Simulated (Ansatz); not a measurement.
Ansatz (a quantum-chemistry and plane-wave program) input file for SbF₂, SMILES [F][Sb+][F] (connectivity only; charge and spin as stated), charge +1, multiplicity 1, PBE/def2-TZVPD. Coordinates come from a B3LYP-D3(BJ)/def2-TZVP optimisation. The spin state was assumed, not searched. The isomer is the one that the SMILES or the coordinates give; other isomers of the formula were not compared. The def2 effective core potentials stand for the cores of Sb; spin–orbit coupling is left out.

Ansatz 0.2 input:
```yaml
crystal:
  periodic: [false, false, false]
  atoms:
    - {symbol: Sb, position_ang: [0.00000000, -0.00000000, 0.32283568]}
    - {symbol: F, position_ang: [0.00000000, -1.37780615, -0.91470110]}
    - {symbol: F, position_ang: [0.00000000, 1.37780616, -0.91470109]}
basis:
  gaussian:
    orbitals: def2-TZVPD
hamiltonian:
  xc: {name: PBE}
total_charge: 1
```

Log of the run:

```
WARN ansatz: RAYON_NUM_THREADS=1 ignored (pool sized by the plan → 1); use --threads N
Functional definition: PBE
integrals: 0.04 GiB planned
807 factors; their error is unknown
mean field: 0.37 GiB planned
mean field evaluation 1: about -11938.5424 eV, gradient 1.2e2 eV
mean field evaluation 2: about -11610.3212 eV, gradient 3.8e2 eV
mean field evaluation 4: about -11960.8102 eV, gradient 2.0e1 eV
mean field evaluation 8: about -11961.6083 eV, gradient 5.6e-2 eV
mean field evaluation 16: about -11961.5973 eV, gradient 3.8e-5 eV
mean field -11961.59734102 eV, -439.5805944207 hartree, gradient 3.7e-5 eV, S^2 0.000000; 0 other end points of the search recorded, 0 dependent functions left out
reference -11961.59738995 eV, -439.5805962187 hartree; 20, 20 occupied and 116, 116 virtual orbitals, 807 factors
Total energy: -11961.59738995 eV, -439.5805962187 hartree
```

Self-consistency was reached.
